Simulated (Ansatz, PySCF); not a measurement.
Gas-phase reaction in SMILES: C=CCCl + 4 [H][H] (H2) → 3 C (CH4) + Cl (HCl)
Geometries: B3LYP-D3(BJ)/def2-TZVP minima from Ansatz (a program for electronic structure), one conformer each, not searched for the lowest.

Wanted: energy of full hydrogenation (enthalpy at 298 K, with B3LYP-D3(BJ) rigid-rotor harmonic-oscillator terms from PySCF), in kJ/mol. Valence correlation only, unless marked. Spin-orbit coupling is left out. Non-relativistic. CBS(X,Y): correlation extrapolated as X^-3; Hartree-Fock from the larger set. The bracket is a focal-point correction in the basis named.

| level | program | energy of full hydrogenation (kJ/mol) | minus last row |
|---|---|---|---|
| HF/aug-cc-pV(D+d)Z | Ansatz | -368.9 | -50.8 |
| HF-D4/def2-TZVPD | PySCF + dftd4 | -329.1 | -11.0 |
| revPBE-D3(BJ)/def2-TZVPD | Ansatz + dftd3 | -290.4 | 27.7 |
| B3LYP-D4/def2-TZVPD | Ansatz + dftd4 | -310.7 | 7.4 |
| PBE0/def2-SVP | Ansatz | -357.8 | -39.7 |
| PBE0/def2-TZVP | Ansatz | -338.1 | -20.0 |
| TPSSh/def2-TZVPD | PySCF | -308.0 | 10.1 |
| wB97X/def2-TZVPD | Ansatz | -344.6 | -26.5 |
| B2GP-PLYP-D4/def2-TZVPD | Ansatz + dftd4 | -316.1 | 2.0 |
| B2PLYP-D4/def2-TZVPD | Ansatz + dftd4 | -311.4 | 6.7 |
| RI-MP2/cc-pV(Q+d)Z | Ansatz | -315.3 | 2.8 |
| SCS-MP2/6-31G | Ansatz | -285.2 | 32.9 |
| CCSD/6-31G | Ansatz | -267.9 | 50.2 |
| CCSD/cc-pV(D+d)Z | Ansatz | -340.0 | -21.9 |
| CCSD/aug-cc-pV(T+d)Z | Ansatz | -334.1 | -16.0 |
| CCSD(T)/6-31G* | Ansatz | -266.9 | 51.2 |
| CCSD(T)/aug-cc-pV(T+d)Z | Ansatz | -319.4 | -1.3 |
| CCSD(T)/cc-pVTZ | Ansatz | -322.7 | -4.6 |
| CCSD(T)/cc-pwCVTZ | Ansatz | -321.8 | -3.7 |
| RI-MP2/CBS(aug-cc-pV(T+d)Z,aug-cc-pV(Q+d)Z)+[CCSD(T)-MP2]/aug-cc-pV(D+d)Z | Ansatz | -313.2 | 4.9 |
| CCSD(T)/CBS(cc-pV(T+d)Z,cc-pV(Q+d)Z) | Ansatz | -318.1 | 0.0 |
